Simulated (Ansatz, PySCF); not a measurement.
ClGeH5SSi, SMILES Cl[SiH2][S][GeH3].

Geometry: B3LYP-D3(BJ)/def2-SVP. This is a generated structure with no PubChem entry under its InChIKey; it may be hypothetical. Other conformers were not sampled.

Vertical ionisation energy (IE) and electron affinity (EA) in eV. Rows of orbital energies are one-electron estimates. Where ΔSCF, EOM or ADC give a negative EA the extra electron is unbound and the value depends on the basis.

| level | IE | EA |
|---|---|---|
| −ε(HOMO), −ε(LUMO), HF/def2-TZVP (PySCF) | (withheld) | (withheld) |
| −ε(HOMO), −ε(LUMO), PBE/def2-TZVP (PySCF) | 6.43 | 1.46 |
| ΔSCF, PBE/def2-SVPD (Ansatz), final states of multiplicity 2 and 2 | 9.39 | -0.38 |

Task: Some entries are withheld; supply them. (Estimate from the structure and the level; the computed values follow.)

Result: 
- −ε(HOMO), −ε(LUMO), HF/def2-TZVP (PySCF), IE: 10.38
- −ε(HOMO), −ε(LUMO), HF/def2-TZVP (PySCF), EA: -2.80

Task: What vertical singlet–triplet gap does ΔSCF give with PBE/def2-SVPD (Ansatz, a program for electronic structure)? (The exact figures need the calculation; the answer reports its results.)

Result: 4.96 eV (triplet above singlet where positive).
